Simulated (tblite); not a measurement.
C3H11BOSi2.
SMILES with atom numbers: `[CH2:1]=[C:2]([BH:3][O:4][SiH3:5])[CH2:6][SiH3:7]` (hydrogens: H8, H9 on C1; H10 on B3; H11, H12, H13 on Si5; H14, H15 on C6; H16, H17, H18 on Si7)

Geometry (GFN2-xTB, Å), atoms numbered from 1 in this order:
```xyz
18
C3H11BOSi2 angstrom
C      1.0944   -2.3468   -0.1256
C      0.3873   -1.2157   -0.1755
B     -0.9561   -1.0655    0.6251
O     -1.7447   -0.0174    0.4780
Si    -2.4692    1.3380    0.0142
C      0.8773   -0.0480   -0.9743
Si     1.7546    1.1992    0.1683
H      0.7669   -3.1896    0.4593
H      2.0184   -2.4765   -0.6706
H     -1.2936   -1.9092    1.3813
H     -3.8442    1.2585    0.5112
H     -2.4569    1.4164   -1.4505
H     -1.7193    2.4393    0.6166
H      1.5655   -0.3759   -1.7564
H      0.0344    0.4451   -1.4595
H      1.9864    2.4412   -0.5769
H      3.0398    0.6309    0.5875
H      0.9502    1.4821    1.3583
```

Computed values, GFN2-xTB/tblite, gas phase, harmonic and unscaled. Against measured fundamentals such values can be off by several per cent, at times by over 20. Modes of hydrogen on boron and silicon can be 10 to 20 % off. One conformer, not necessarily the lowest. The optimisation stopped once no atom felt more than 0.01 eV/Å.

Lowest wavenumbers of the output (negative numbers stand for imaginary wavenumbers):
```
mode    cm-1
  1     -34.9
  2      48.5
  3      58.3
  4      79.0
  5     111.9
  6     136.0
  7     176.5
  8     223.7
```

Is this structure a minimum?

Not by this Hessian. 1 mode is imaginary beyond 20i (35i cm⁻¹), so at this level the point lies at or near a first-order saddle. The curvature is small, so loose convergence or finite differences may be the whole cause.

Which atoms move in the imaginary mode?

35i: H13 (Si–H hydrogen) 34 %, H12 (Si–H hydrogen) 26 %, H11 (Si–H hydrogen) 26 %. These are shares of the mass-weighted motion.

What is the remedy?

Step along that mode in both directions, optimise again with tighter thresholds and repeat the frequencies. The zero-point energy of this point (77.5 kcal/mol) counts the 47 real modes alone, and thermal corrections from it aren't those of a minimum.
